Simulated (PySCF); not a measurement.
Electronic absorption of [C8H9]+

Compound: C8H9 (charge +1).
SMILES: `[CH2+]c1ccccc1C`

Computed, not measured: TDDFT wB97X-D/def2-SVPD, vertical, gas phase, core orbitals frozen in the response (PySCF). Geometry: PBE0-D3(BJ)/def2-SVP; no solvent, vibrations or thermal averaging.

```
state  E (eV)  λ (nm)  ν̃ (cm⁻¹)       f  symmetry  main configurations (H = HOMO, L = LUMO)
   S1    3.04   407.6      24530   0.051        A′                                 H→L (99%)
   S2    4.78   259.3      38560   0.326        A′                               H-1→L (94%)
   S3    4.82   257.3      38860  0.0001         –                               H-2→L (97%)
   S4    5.13   241.6      41400  0.0007         –                               H-3→L (91%)
   S5    6.22   199.2      50190  0.0073        A′                               H-4→L (92%)
   S6    6.28   197.3      50670  0.0002         –                               H-5→L (84%)
```

The lowest singlet comes at 408 nm (293 kJ/mol) in the visible; it is of moderate strength; its leading configuration is HOMO→LUMO (99%). The strongest level in the table is S2 at 4.78 eV (259 nm, f = 0.326). Löwdin shares by element: HOMO carbon 75% or more (atoms not listed hold the other 25%); LUMO carbon 71% or more (atoms not listed hold the other 29%). The listed states span 3.24 eV, and the widest gap between neighbours is 1.74 eV (S1 to S2). Orbital energies (eV): HOMO-3 -16.80, HOMO-2 -16.65, HOMO-1 -15.25, HOMO -14.16, LUMO -6.97, LUMO+1 -3.39, LUMO+2 -2.71. The oscillator strengths of these states sum to 0.385; summed over the whole spectrum of an exact calculation they would give the number of electrons, 56 (Thomas–Reiche–Kuhn). S1 lies in the visible range (380 to 750 nm), at 408 nm, f = 0.051; light of that wavelength is violet, and its complementary colour is yellow-green. Symmetry labels in Cs follow from the direction of the transition dipole and are given only for states with f of 0.002 or more. Only the lowest 6 singlets were computed, as vertical energies without vibronic structure.
